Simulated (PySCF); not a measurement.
# BI₃: from structure and modes to constants

Method: PySCF, B3LYP, basis B def2-TZVP, I def2-TZVP with ECP28 (scalar-relativistic core potentials, no spin–orbit coupling, density fitting).

The singlet minimum has D3h symmetry. Masses (u): B 11.00930, I 126.90447.

```xyz
4
charge 0 multiplicity 1, angstrom
B     0.0000    0.0000    0.0000
I     2.1295    0.0000    0.0000
I    -1.0647    1.8442    0.0000
I    -1.0647   -1.8442    0.0000
```

Harmonic wavenumbers (cm⁻¹): 101.7 (e', ×2), 188.7 (a1', ×1), 317.2 (a2'', ×1), 684.7 (e', ×2).

Find the principal moments of inertia and the rotational constants. What kind of rotor is it?

About the centre of mass I = 863.21, 863.21, 1726.4 u Å². With B = 16.8576/I this gives 0.01953, 0.01953, 0.009764 cm⁻¹. The molecule is an oblate symmetric top.

What is the harmonic zero-point energy?

Half the sum of all 6 wavenumbers, 2079/2 = 1039 cm⁻¹, which is 12.4 kJ/mol (1 cm⁻¹ = 0.0119627 kJ/mol).
